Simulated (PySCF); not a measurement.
**Highest orbital energy against ionisation energy along the 4p block**

Calculated with PySCF 2.14, no spin-orbit coupling. Each cell gives −ε(HOMO) / ΔSCF in eV; NIST values include spin-orbit coupling, (s) semi-empirical, (t) theoretical.

| species | UHF | LDA | PBE | PBE0 | r2SCAN | NIST (lowest levels) |
| --- | --- | --- | --- | --- | --- | --- |
| Ga (aug-cc-pVQZ-PP with ECP10MDF, ECP) | 5.827 / 5.535 | 2.911 / 6.002 | 2.924 / 5.928 | 3.749 / 5.958 | 3.175 / 6.091 | 5.999 |
| Ge (aug-cc-pVQZ-PP with ECP10MDF, ECP) | 7.889 / 7.402 | 4.383 / 7.966 | 4.366 / 7.850 | 5.368 / 7.890 | 4.679 / 8.022 | 7.899 |
| As (aug-cc-pVQZ-PP with ECP10MDF, ECP) | 10.042 / 9.409 | 5.936 / 9.981 | 5.901 / 9.844 | 7.079 / 9.912 | 6.297 / 10.065 | 9.789 |
| Se (aug-cc-pVQZ-PP with ECP10MDF, ECP) | 9.453 / 8.541 | 5.783 / 9.846 | 5.692 / 9.605 | 6.845 / 9.598 | 5.976 / 9.655 | 9.752 |
| Br (aug-cc-pVQZ-PP with ECP10MDF, ECP) | 11.774 / 10.708 | 7.531 / 12.026 | 7.411 / 11.748 | 8.728 / 11.763 | 7.740 / 11.830 | 11.814 |
| Kr (aug-cc-pVQZ-PP with ECP10MDF, ECP) | 14.238 / 13.038 | 9.365 / 14.284 | 9.229 / 13.990 | 10.721 / 14.040 | 9.640 / 14.122 | 14.000 |

Problem. How far is −ε(HOMO) from ΔSCF on average for each method, and why?

Solution. UHF 0.76 eV; LDA -4.03 eV; PBE -3.91 eV; PBE0 -2.78 eV; r2SCAN -3.71 eV. Hartree-Fock orbital energies lack relaxation and so exceed the ΔSCF value; semilocal functionals have convex E(N) from self-interaction, so their HOMO lies far too high; exact exchange moves hybrids part of the way back.
